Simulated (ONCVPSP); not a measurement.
## Configuration tests for arsenic (ONCV)

- Element: As
- Generator: ONCVPSP 4.0.1
- Type: optimised norm-conserving Vanderbilt (ONCV)
- Functional: PBE
- Relativity: scalar-relativistic
- Frozen core: [Ne]
- Valence charge: 23
- Reference configuration: 3s2 3p6 3d10 4s2 4p3
- Partial waves: 3s+4s: rc 0.80 bohr, ncon 4, nbas 9, qcut 14.1 1/bohr, 2 projectors; 3p+4p: rc 1.10 bohr, ncon 3, nbas 7, qcut 14.9 1/bohr, 3 projectors, debl 1 Ha; 3d: rc 1.05 bohr, ncon 4, nbas 9, qcut 15.2 1/bohr, 2 projectors, debl 3.8 Ha; f scattering state at 0.1 Ha: rc 0.85 bohr, ncon 3, nbas 7, qcut 12.8 1/bohr, 2 projectors, debl 1 Ha
- Local potential: polynomial inside 0.50 bohr (lpopt 3, dvloc0 -1 Ha)
- Core correction: none

Energies are relative to the spin-unpolarised reference configuration 3s2 3p6 3d10 4s2 4p3; without spin polarisation the order of configurations can differ from experiment.

```tsv
valence configuration	charge	ΔE all-electron (eV)	error AE − PS (meV)
3s2 3p6 3d10 4s2 4p2	+1	9.149	-0.6
3s2 3p6 3d10 4s2 4p1	+2	27.068	-2.2
3s2 3p6 3d10 4s2 4p0	+3	54.771	-5.2
```

Q: What are ΔE and the potential's error for 3s2 3p6 3d10 4s1 4p3?

A: ΔE = 19.256 eV all-electron; the error (AE − PS) is -0.7 meV.

Levels in the configuration 3s2 3p6 3d10 4s2 4p1:

```
level  all-electron (eV)  pseudo (eV)
   3s           -211.663     -211.674
   3p           -155.031     -155.036
   3d            -61.938      -61.944
   4s            -33.448      -33.446
   4p            -22.669      -22.668
```
